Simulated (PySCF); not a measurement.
Bonds (- single, = double, # triple, : aromatic): C1-C2, C2-C3, C3-C4, C4:C5, C5:C6, C6:N7, N7:C8, C8:C9, C9:C4. C1 carries H10, H11, H12; C2 carries H13, H14; C3 carries H15, H16; C5 carries H17; C6 carries H18; C8 carries H19; C9 carries H20.

- NMR shieldings at PBE0/pcSseg-1/GIAO
- geometry from PBE0-D3(BJ)/def2-SVP
- run in PySCF 2.14.0 with density-fitted response routines
- one computed conformer, no solvent model, rapidly exchanging positions averaged, relativity neglected

Task: List the cross peaks expected in HSQC, COSY and HMBC spectra.

Result: 

HSQC (one-bond C–H):
| δH | δC |
| --- | --- |
| 8.69 (H18/H19) | 155.9 (C6/C8) |
| 7.02 (H17/H20) | 128.6 (C5/C9) |
| 2.31 (H15/H16) | 42.0 (C3) |
| 1.35 (H13/H14) | 31.9 (C2) |
| 1.12 (H10/H11/H12) | 17.0 (C1) |

COSY cross peaks (H two or three bonds apart, from the bond graph; peaks can be absent where the dihedral angle is near 90°):
| δH | δH |
| --- | --- |
| 8.69 (H18/H19) | 7.02 (H17/H20) |
| 2.31 (H15/H16) | 1.35 (H13/H14) |
| 1.35 (H13/H14) | 1.12 (H10/H11/H12) |

HMBC (two and three bonds, from the bond graph):
| δH | δC |
| --- | --- |
| 8.69 (H18/H19) | 156.9 (C4), 155.9 (C6/C8), 128.6 (C5/C9) |
| 7.02 (H17/H20) | 156.9 (C4), 155.9 (C6/C8), 128.6 (C5/C9), 42.0 (C3) |
| 2.31 (H15/H16) | 156.9 (C4), 128.6 (C5/C9), 31.9 (C2), 17.0 (C1) |
| 1.35 (H13/H14) | 156.9 (C4), 42.0 (C3), 17.0 (C1) |
| 1.12 (H10/H11/H12) | 42.0 (C3), 31.9 (C2) |

References, each an isolated molecule treated in the same way: TMS for 1H and 13C.

Short H···H contacts in this conformer between protons four or more bonds apart (candidates for NOE cross peaks, intensity ∝ r⁻⁶): H15···H20 2.51 Å, H10···H16 2.59 Å.

Shifts are as computed. Against solution values, carbons near 30 ppm lie about +2 ppm off and those near 130 ppm about +5 ppm. Of 1211 compounds with measured shifts, 218 miss one by over three times the rms of a fit or turn the order of signals round; such compounds aren't used in these exercises.
